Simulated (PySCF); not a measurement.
A structure optimised at B3LYP-D3(BJ)/def2-SVP, used in a PySCF frequency run:

```
Ge
O 1 1.7774
H 2 0.9683 1 110.31
O 1 1.7778 2 108.48 3 -123.36
H 4 0.9679 1 111.36 2 32.35
O 1 1.7859 2 101.77 3 -5.88
H 6 0.9666 1 113.16 2 -168.74
P 1 2.3201 2 116.62 3 117.80
H 8 1.4284 1 91.79 2 53.07
H 8 1.4290 9 93.53 1 91.89
```
Charge 0, spin multiplicity 1.

Q: Write its SMILES and formula.

A: [OH][Ge]([OH])([OH])[PH2], GeH5O3P

Q: What are its rotational constants (standard atomic weights)?

A: 3.4463, 1.9316, 1.8691 GHz
